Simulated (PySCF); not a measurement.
Isomers of C7H7ClO, one GFN2-xTB conformer each. Single-point energies are computed at PBE0/pcSseg-1 (PySCF, gas phase, no added dispersion term), electronic only.

```tsv
SMILES	GFN2-xTB relative energy (kcal/mol)
OCc1ccc(Cl)cc1	0.0
COC1=CC=C/C1=C\Cl	26.8
C#C[C@@H]1[C@@H]2O[C@@H]2C[C@@H]1Cl	45.4
```

Conformers: `[OH:1][CH2:2][c:3]1[cH:4][cH:5][c:6]([Cl:7])[cH:8][cH:9]1` with H–O1–C2–C3 -55°, O1–C2–C3–C4 86°; `[CH3:1][O:2][C:3]1=[CH:4][CH:5]=[CH:6]/[C:7]1=[CH:8]\[Cl:9]` with C1–O2–C3–C4 0°; `[CH:1]#[C:2][C@@H:3]1[C@@H:4]2[O:5][C@@H:6]2[CH2:7][C@@H:8]1[Cl:9]` with C2–C3–C4–O5 -78°, C3–C4–O5–C6 -97°, C4–O5–C6–C7 98°, O5–C6–C7–C8 -47°.

Q: What does PBE0/pcSseg-1 give for the same structures?

A: 
```tsv
SMILES	PBE0/pcSseg-1 E (Eh)	PBE0/pcSseg-1 (kcal/mol)	GFN2-xTB (kcal/mol)	point group
OCc1ccc(Cl)cc1	-805.75990	0.0	0.0	–
COC1=CC=C/C1=C\Cl	-805.70053	37.3	26.8	Cs
C#C[C@@H]1[C@@H]2O[C@@H]2C[C@@H]1Cl	-805.65246	67.4	45.4	C1
```

Both levels put the same isomer lowest; measured from each level's own lowest isomer, the values differ by up to 22.0 kcal/mol (C#C[C@@H]1[C@@H]2O[C@@H]2C[C@@H]1Cl: 45.4 against 67.4). As drawn, the lowest has an aromatic ring and an O–H bond, which the highest lacks; the highest has a three-membered ring and a C≡C bond, which the lowest lacks.

Q: Which frontier levels, dipoles and rotational constants go with these structures?

A: 
| SMILES | HOMO (eV, PBE0/pcSseg-1) | LUMO (eV) | dipole (D) | A, B, C (MHz) |
| --- | --- | --- | --- | --- |
| OCc1ccc(Cl)cc1 | -7.22 | -0.73 | 1.24 | 4554, 667.3, 611.8 |
| COC1=CC=C/C1=C\Cl | -5.87 | -1.95 | 2.30 | 2477, 874.9, 649.2 |
| C#C[C@@H]1[C@@H]2O[C@@H]2C[C@@H]1Cl | -7.40 | 0.74 | 3.62 | 1956, 1487, 1074 |
